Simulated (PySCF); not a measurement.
Isomers of C6H9N3S, one GFN2-xTB conformer each. Single-point energies are computed at PBE0/pcSseg-1 (PySCF, gas phase, no added dispersion term), electronic only.

Question: Rank them by PBE0/pcSseg-1 energy, lowest first (kcal/mol).
A. `[CH2:1]=[CH:2][CH2:3][n:4]1[n:5][n:6][cH:7][c:8]1[S:9][CH3:10]` with C1–C2–C3–N4 -118°, C2–C3–N4–N5 -101°, C7–C8–S9–C10 -3°
B. `[CH3:1][S:2][c:3]1[n:4][c:5]([CH3:6])[n:7][n:8][c:9]1[CH3:10]` with C1–S2–C3–N4 0°

Answer: B (0.0), A (28.1).

As drawn, the higher has a C=C bond outside aromatic rings, which the lower lacks. GFN2-xTB itself gives, in the same order: 0.0, 24.2. Both levels put the same isomer lowest.

Which frontier levels, dipoles and rotational constants go with these structures?

```
        SMILES  HOMO (eV, PBE0/pcSseg-1)  LUMO (eV)  dipole (D)      A, B, C (MHz)
CSc1nc(C)nnc1C                     -6.60      -1.61        3.44  1614, 1054, 645.3
 C=CCn1nncc1SC                     -6.47      -0.25        4.56  1380, 1149, 672.8
```
